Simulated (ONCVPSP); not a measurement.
tin, ONCV: configuration errors across variants

| Item | Value |
| --- | --- |
| Element | Sn |
| Generator | ONCVPSP 4.0.1 |
| Type | optimised norm-conserving Vanderbilt (ONCV) |
| Functional | PBE |
| Relativity | non-relativistic |
| Frozen core | [Ar] 3d10 4s2 |
| Valence charge | 20 |
| Reference configuration | 4p6 4d10 5s1.75 5p2.25 |
| Partial waves | 5s: rc 2.15 bohr, ncon 4, nbas 7, qcut 2.6 1/bohr, 2 projectors, debl 3.4 Ha; 4p+5p: rc 1.55 bohr, ncon 4, nbas 8, qcut 10.7 1/bohr, 2 projectors; 4d: rc 0.95 bohr, ncon 3, nbas 6, qcut 9.2 1/bohr, 2 projectors, debl 1.6 Ha |
| Local potential | polynomial inside 0.75 bohr (lpopt 3, dvloc0 -1 Ha) |
| Core correction | none |

All-electron excitation energies from the reference (eV): (1) 4p6 4d10 5s2 5p2 -1.516; (2) 4p6 4d10 5s2 5p1 5.419; (3) 4p6 4d10 5s2 5p0 19.371; (4) 4p6 4d10 5s0 5p4 10.925.

1 further variants failed, have other tests or too few solved ones, and are left out.

A true bound ghost makes a file unfit for plane-wave use even where its test errors are small: the radial tests pick states by their node count and pass the ghost by.

Errors AE − PS in meV (a dash: test not solved or not reliable):

```
    change   (1)   (2)   (3)  (4)  bound ghosts  GHOST(+) flags above zero
      base  -0.3  -0.9  -0.7  -17             s                          s
s: rc 1.86  -0.3  -0.9  -0.9  -17             s                          s
s: rc 2.08  -0.3  -0.9  -0.9  -16             s                          s
s: rc 2.32  -0.4  -0.8  +0.4  -21             s                          s
s: rc 2.58  -0.6  -0.7  +4.7  -36             s                          s
 s: rc 2.8  -1.0  -0.2   +11  -56             s                          s
```

Problem. Give the same row for: s: rc 3.08.

Solution. -1.6, +1.4, +27, -91; bound ghosts: s; GHOST(+) flags above zero: s.
